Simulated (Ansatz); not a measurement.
Mulliken charges of `O[SiH2][SiH](O)Cl` from r2SCAN/def2-TZVPP in Ansatz (PBE0-D4/def2-TZVP geometry).

```
atom   x (Å)   y (Å)   z (Å)  charge (e)
  O1  -1.999  -0.776  -0.457      -0.418
 Si2  -1.004  -0.126   0.689       0.418
 Si3   1.145  -0.026  -0.225       0.549
  O4   1.140   1.066  -1.446      -0.402
 Cl5   2.390   0.596   1.309      -0.267
  H6  -2.930  -0.863  -0.249       0.199
  H7  -0.958  -0.969   1.918      -0.092
  H8  -1.437   1.240   1.097      -0.087
  H9   1.711  -1.324  -0.676      -0.101
 H10   1.943   1.181  -1.959       0.200
```

By hand: the dipole of these point charges (1 e Å = 4.8032 D).

Σ q r = (-0.206, -0.151, -0.058) e Å, of length 0.262 e Å = 1.26 D.

How does the dipole of the full density compare? (An estimate is asked.)

Ansatz gave: (-0.203, -0.089, -0.164) e Å, 1.32 D; the point charges give 0.95 times that, at 26° from its direction.

Point charges leave out the atoms' own dipoles, such as those of lone pairs, and Mulliken's split depends on the basis, so the two needn't agree.
